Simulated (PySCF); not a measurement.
## Electron correlation in Ti(2+) (titanium, charge +2)

[Ar] 3d2, high-spin 3F determinant. Calculation: PySCF 2.14, in aug-cc-pwCVTZ-DK (10s9p7d4f3g, 127 functions); the spin-free X2C one-electron Hamiltonian (Gaussian nucleus). Frozen: [Ne]; 10 electrons correlated.

MP2 pair energies summed by pair of shells (mhartree):

| pair | energy | share (%) |
| --- | --- | --- |
| 3p-3p | -149.90 | 47.1 |
| 3p-3d | -87.68 | 27.5 |
| 3s-3p | -50.91 | 16.0 |
| 3s-3d | -16.17 | 5.1 |
| 3s-3s | -8.78 | 2.8 |
| 3d-3d | -5.14 | 1.6 |

Total MP2 correlation energy: -318.59 mhartree.

Same-spin part -82.66 and opposite-spin part -235.93 mhartree; SCS-MP2 scales them by 1/3 and 6/5 to -310.67 mhartree.
